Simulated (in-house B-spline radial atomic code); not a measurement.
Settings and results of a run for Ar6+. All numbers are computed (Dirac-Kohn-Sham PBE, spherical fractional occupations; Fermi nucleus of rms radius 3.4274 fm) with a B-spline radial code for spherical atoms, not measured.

Command:
```bash
python run_scf.py task.json out
```
Settings (nuclear radius in fm, mass in u):
```
Z                18
configuration    [Ne] 3s2
hamiltonian      dirac
method           pbe,pbe
spin_polarised   False
nucleus          fermi
rms_radius       3.4274
atomic_mass      39.96238
speed_of_light   137.035999084
```

Output (hartree, bohr):
```
 radial grid: 66 intervals, B-splines of order 8, outer radius 10.2985 bohr

 iter        energy (Eh)    residual
    1        -512.434023    7.65e-01
    2        -517.256019    2.78e-01
    3        -517.797253    9.47e-02
    4        -517.863556    3.12e-02
    5        -517.870960    1.10e-02
    6        -517.871961    9.23e-05
    7        -517.871961    5.53e-06
    8        -517.871961    2.61e-08

 total energy                      -517.87196
 kinetic                             521.2456
 electron-nucleus                  -1184.9267
 Hartree                             173.5029
 exchange-correlation                -27.6938

 first-order corrections (not in the total)
   Gaunt                             0.1408
   retardation                      -0.0106
   frequency dependence             -0.0001
   self-energy                       0.0941
   Uehling                          -0.0066
   Wichmann-Kroll                    0.0000
   recoil                            0.0059

 orbital      occ     eigenvalue          <r>       <r^2>       <1/r>       r_max    small
 1s1/2      2.000      -119.0391    0.0857039  0.00988164     17.6978     0.05605  4.12e-03
 2s1/2      2.000       -15.0586     0.411065    0.200262     3.58252      0.3375  6.70e-04
 2p1/2      2.000       -12.6752     0.371098    0.170752     3.50199      0.2781  6.49e-04
 2p3/2      4.000       -12.5914     0.373424    0.172746      3.4724      0.2799  6.44e-04
 3s1/2      2.000        -4.2648      1.18577      1.5995     1.18757       1.075  1.62e-04
```

Cost of the run: 1.2 s on 1 thread of Arm Neoverse N1 (shared host).

For the Dirac Hamiltonian the kinetic term is c α·p + (β - 1)c².
